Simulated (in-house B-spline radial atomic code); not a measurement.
## Ionising Cl IX (Cl8+) with different functionals

Computed with an all-electron radial atomic-structure program (B-spline basis): four-component Dirac-Coulomb Hamiltonian, Fermi nucleus of rms radius 3.3654 fm, spin-restricted, spherical fractional occupations for the functionals. The ionisation energy is the difference of two self-consistent energies, [He] 2s2 2p5 → [He] 2s2 2p4, without Breit or QED terms; ε is the level of the shell that loses the electron (mean over j). The electron is taken from both j subshells in proportion to 2j + 1, so the result is a j average, not the step between ground levels.

Hybrids are left out here: with spherical fractional occupations of an open shell their exact exchange keeps a self-interaction that integer-occupation calculations don't have.

```tsv
method	rung	ΔSCF (eV)	-ε(2p) (eV)
LDA VWN5	LDA	405.51	377.28
relativistic LDA	LDA	?	?
LDA PW92	LDA	405.50	377.27
LDA exchange-only	LDA	403.00	374.78
PBE	GGA	?	?
PBEsol	GGA	405.34	377.11
BLYP	GGA	405.91	377.62
RPBE	GGA	405.68	377.43
PW91	GGA	406.08	377.81
BP86	GGA	405.95	377.68
AM05	GGA	405.20	376.98
OLYP	GGA	406.67	378.45
```

Problem. What does PBE give?

Solution. ΔSCF 405.74 eV, and -ε(2p) = 377.48 eV.

Problem. What does relativistic LDA give?

Solution. ΔSCF 405.38 eV, and -ε(2p) = 377.15 eV.

Problem. How do they compare with the NIST value?

Solution. NIST lists 400.85 eV ± 0.012 (measured, ground level to ground level). Errors run from +2.15 to +5.82 eV. The correlated functionals all miss on the same side by more than they spread, so the cause is common to them (Breit-QED terms, spin polarisation, the choice among j levels, multiplet and fine-structure energies, or a listed next ion that isn't the cheapest removal here) and closeness doesn't rank the functionals.
